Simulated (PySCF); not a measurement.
Cartesian coordinates (Å):
```xyz
11

C      1.8354    -0.2506     0.7624
N      0.7087     0.2395     1.0268
C     -0.1840     0.5205    -0.0729
C     -1.4861    -0.2413     0.0919
H      2.1726    -0.4668    -0.2620
H      2.5255    -0.4778     1.5746
H      0.2781     0.2881    -1.0459
H     -0.3919     1.5957    -0.0549
H     -1.3121    -1.3188     0.0505
H     -1.9439    -0.0095     1.0551
H     -2.1883     0.0237    -0.7013
```
Charge 0, multiplicity 1.

Estimate the LUMO, HOMO–LUMO gap and total energy that PySCF with PBE-D3(BJ)/def2-TZVP // PBE0-D3(BJ)/def2-TZVP returns for this input.


| Quantity | Value |
|---|---|
| LUMO | -1.41 eV |
| HOMO–LUMO gap | 4.43 eV |
| total energy | -4710.09 eV |
